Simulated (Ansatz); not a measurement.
C₂H₇NO₂Si, SMILES `C[SiH](O)C(N)=O` at its PBE0-D4/def2-TZVP geometry, where that method's forces vanish. Total charge 0; spin multiplicity 1.

```xyz
13

C     1.4785    0.3906   -1.0565
Si    0.3210    0.7546    0.3521
O    -0.4859    2.1655    0.1602
C    -1.1385   -0.5036    0.4228
N    -0.9467   -1.8200    0.6463
O    -2.2538   -0.0338    0.2327
H     2.2222    1.1859   -1.1515
H     0.9332    0.3195   -2.0001
H     2.0143   -0.5489   -0.8940
H     1.0746    0.7286    1.6367
H    -1.4370    1.9892    0.1122
H    -1.7447   -2.4356    0.6879
H    -0.0372   -2.1920    0.8511
```

What forces (eV/Å) does r2SCAN-D4/def2-TZVPP give on these atoms in Ansatz? (Estimate.)

Computed: 
```
C1   0.006  0.008  0.011
Si2  0.029 -0.058  0.035
O3  -0.004  0.057 -0.012
C4   0.410  0.106  0.030
N5   0.013 -0.215  0.027
O6  -0.459  0.165 -0.077
H7  -0.003 -0.021 -0.015
H8   0.019 -0.001  0.012
H9  -0.001  0.021 -0.017
H10  0.005  0.007 -0.014
H11 -0.020  0.003  0.001
H12 -0.033 -0.049  0.007
H13  0.038 -0.023  0.011
```
